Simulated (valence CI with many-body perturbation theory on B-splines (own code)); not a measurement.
**Energy levels of Hg LXXVI**

Computed by valence CI with perturbative core correlation (CI+MBPT): three valence electrons over a frozen Dirac-Fock core [He], a basis of 9 s, 9 p, 8 d, 6 f, 3 g, 1 h functions for each j, with the one-electron correlation potential Σ1, the two-electron term Σ2, the three-electron term Σ3, Breit, model QED; selected CI, second order for the rest, scaled by the run's own slope (own B-spline code, finite nucleus).

No measured spectrum was set against this ion. As an estimate, large intervals hold to a few tenths of a per cent, small ones and those within an open d or f shell to about a per cent.

Levels 1 to 43 of 43, with energies above the lowest level, (2s^2 2p1/2) J=1/2. "Leading %" is the weight of the configuration and term that name the level; weights of strongly mixed levels are sums over their largest components and can fall short, so below about 35 % the name and the second component can differ from the true leading terms, or belong to a minority configuration. In the jj column 3d3/2^4 stands for four electrons in 3d with j = 3/2.

| No. | Configuration | Term | J | E (× 10³ cm⁻¹) | Leading % | Leading jj | Second component |
| --- | --- | --- | --- | --- | --- | --- | --- |
| 1 | 2s2.2p | 2P° | 1/2 | 0.00 | 100 | 2s^2 2p1/2 (100 %) |  |
| 2 | 2s.2p2 | 4P | 1/2 | 2514.8 | 48 | 2s 2p1/2^2 (100 %) | 32 % 2s.2p2 2S |
| 3 | 2s2.2p | 2P° | 3/2 | 16910 | 99 | 2s^2 2p3/2 (99 %) |  |
| 4 | 2s.2p2 | 4P | 3/2 | 18691 | 89 | 2s 2p1/2 2p3/2 (100 %) | 7 % 2s.2p2 2D |
| 5 | 2s.2p2 | 2D | 5/2 | 19031 | 64 | 2s 2p1/2 2p3/2 (100 %) | 36 % 2s.2p2 4P |
| 6 | 2s.2p2 | 2P | 1/2 | 19694 | 68 | 2s 2p1/2 2p3/2 (100 %) | 32 % 2s.2p2 4P |
| 7 | 2s.2p2 | 2D | 3/2 | 19708 | 60 | 2s 2p1/2 2p3/2 (100 %) | 38 % 2s.2p2 2P |
| 8 | 2p3 | 2P° | 3/2 | 22301 | 49 | 2p1/2^2 2p3/2 (99 %) | 27 % 2p3 2D° |
| 9 | 2s.2p2 | 4P | 5/2 | 35743 | 64 | 2s 2p3/2^2 (100 %) | 36 % 2s.2p2 2D |
| 10 | 2s.2p2 | 2S | 1/2 | 36727 | 68 | 2s 2p3/2^2 (100 %) | 20 % 2s.2p2 4P |
| 11 | 2s.2p2 | 2P | 3/2 | 36731 | 58 | 2s 2p3/2^2 (100 %) | 32 % 2s.2p2 2D |
| 12 | 2p3 | 4S° | 3/2 | 38761 | 56 | 2p1/2 2p3/2^2 (100 %) | 44 % 2p3 2D° |
| 13 | 2p3 | 2D° | 5/2 | 38942 | 100 | 2p1/2 2p3/2^2 (100 %) |  |
| 14 | 2p3 | 2P° | 1/2 | 39468 | 100 | 2p1/2 2p3/2^2 (100 %) |  |
| 15 | 2p3 | 2P° | 3/2 | 56054 | 51 | 2p3/2^3 (100 %) | 28 % 2p3 2D° |
| 16 | 2s2.3s | 2S | 1/2 | 103130 | 98 | 2s^2 3s (98 %) |  |
| 17 | 2s2.3p | 2P° | 1/2 | 103950 | 97 | 2s^2 3p1/2 (97 %) |  |
| 18 | 2s.2p.3s | 4P° | 1/2 | 104810 | 85 | 2s 2p1/2 3s (99 %) | 14 % 2s.2p.3s 2P° |
| 19 | 2s.2p.3s | 4P° | 3/2 | 105060 | 58 | 2s 2p1/2 3s (100 %) | 42 % 2s.2p.3s 2P° |
| 20 | 2s.2p.3s | 2P° | 1/2 | 105340 | 95 | 2s 2p1/2 3s (99 %) |  |
| 21 | 2s.2p.3p | 4D | 1/2 | 105500 | 72 | 2s 2p1/2 3p1/2 (100 %) | 22 % 2s.2p.3p 2P |
| 22 | 2s.2p.3p | 4D | 3/2 | 105750 | 39 | 2s 2p1/2 3p1/2 (100 %) | 35 % 2s.2p.3p 2D |
| 23 | 2s.2p.3p | 4P | 1/2 | 106180 | 45 | 2s 2p1/2 3p1/2 (99 %) | 31 % 2s.2p.3p 2S |
| 24 | 2p2.3s | 4P | 1/2 | 107800 | 45 | 2p1/2^2 3s (98 %) | 31 % 2p2.3s 2S |
| 25 | 2p2.3p | 2P° | 1/2 | 108450 | 47 | 2p1/2^2 3p1/2 (98 %) | 37 % 2p2.3p 4D° |
| 26 | 2s2.3p | 2P° | 3/2 | 108940 | 98 | 2s^2 3p3/2 (98 %) |  |
| 27 | 2s2.3d | 2D | 3/2 | 109450 | 98 | 2s^2 3d3/2 (98 %) |  |
| 28 | 2s.2p.3p | 4P | 3/2 | 110610 | 31 | 2s 2p1/2 3p3/2 (100 %) | 27 % 2s.2p.3p 4D |
| 29 | 2s2.3d | 2D | 5/2 | 110720 | 77 | 2s^2 3d5/2 (77 %) | 9 % 2s.2p.3p 4D |
| 30 | 2s.2p.3p | 2D | 3/2 | 110930 | 42 | 2s 2p1/2 3p3/2 (100 %) | 25 % 2s.2p.3p 2P |
| 31 | 2s.2p.3p | 4D | 5/2 | 110930 | 33 | 2s 2p1/2 3p3/2 (78 %) | 23 % 2s.2p.3p 2D |
| 32 | 2s.2p.3p | 2P | 1/2 | 110960 | 45 | 2s 2p1/2 3p3/2 (99 %) | 20 % 2s.2p.3p 2S |
| 33 | 2s.2p.3d | 4F° | 3/2 | 111020 | 69 | 2s 2p1/2 3d3/2 (100 %) | 14 % 2s.2p.3d 2D° |
| 34 | 2s.2p.3d | 4F° | 5/2 | 111290 | 39 | 2s 2p1/2 3d3/2 (99 %) | 35 % 2s.2p.3d 2F° |
| 35 | 2s.2p.3d | 2P° | 3/2 | 111450 | 30 | 2s 2p1/2 3d3/2 (99 %) | 24 % 2s.2p.3d 2D° |
| 36 | 2s.2p.3d | 4D° | 1/2 | 111480 | 52 | 2s 2p1/2 3d3/2 (99 %) | 41 % 2s.2p.3d 2P° |
| 37 | 2s.2p.3d | 4P° | 5/2 | 112420 | 32 | 2s 2p1/2 3d5/2 (100 %) | 30 % 2s.2p.3d 4D° |
| 38 | 2s.2p.3d | 2F° | 7/2 | 112670 | 41 | 2s 2p1/2 3d5/2 (100 %) | 36 % 2s.2p.3d 4F° |
| 39 | 2s.2p.3d | 2F° | 5/2 | 112770 | 45 | 2s 2p1/2 3d5/2 (100 %) | 26 % 2s.2p.3d 2D° |
| 40 | 2s.2p.3d | 2P° | 3/2 | 112780 | 38 | 2s 2p1/2 3d5/2 (96 %) | 30 % 2s.2p.3d 2D° |
| 41 | 2p2.3p | 2P° | 3/2 | 113580 | 34 | 2p1/2^2 3p3/2 (95 %) | 19 % 2p2.3p 4D° |
| 42 | 2p2.3d | 2D | 3/2 | 113960 | 43 | 2p1/2^2 3d3/2 (98 %) | 32 % 2p2.3d 4F |
| 43 | 2p2.3d | 2D | 5/2 | 115360 | 37 | 2p1/2^2 3d5/2 (98 %) | 18 % 2p2.3d 4D |

The ionisation energy to 2s2 1S_0 of the next ion comes out as 22576 eV (NIST: 22580 ± 100 eV (theoretical)). All 43 levels together are meant to be complete up to 115370 × 10³ cm⁻¹.
